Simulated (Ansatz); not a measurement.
Cl$_{4}$Sb, doublet, geometry from GFN2-xTB (the spin is typed, not shown lowest) (all electrons, no relativity). Base run: B3LYP/STO-3G (Ansatz, an electronic-structure program).

Geometry (Å):
```xyz
5

Sb     0.0390    -0.3132    -0.1561
Cl     2.3254     0.1187    -1.1147
Cl     0.6064     0.4047     1.9890
Cl    -0.8667     1.6846    -0.9479
Cl    -2.1822    -1.2684     0.5418
```
Charge 0, spin multiplicity 2.
Orbitals are unrestricted.
All else is at Ansatz's defaults.
Base energy -8074.27785 Eh.

Each row names what was changed in the base input (with any setting that the change needs).

```tsv
change	ΔE vs base (mEh)
base	0.000
final_grid = 10, 20, 41	-0.003
final_grid = 4, 8, 17	0.492
point_charge = charge:-1.0 position_ang:-5.0524, -0.2088, 2.5337	0.721
lower_state_search = off	0.000
point_charge = charge:1.0 position_ang:2.264, 4.8402, -1.9776	-4.327
accuracy = high	-0.006
nuclear_model = gaussian	53.433
final_grid = 14, 28, 59	-0.002
```
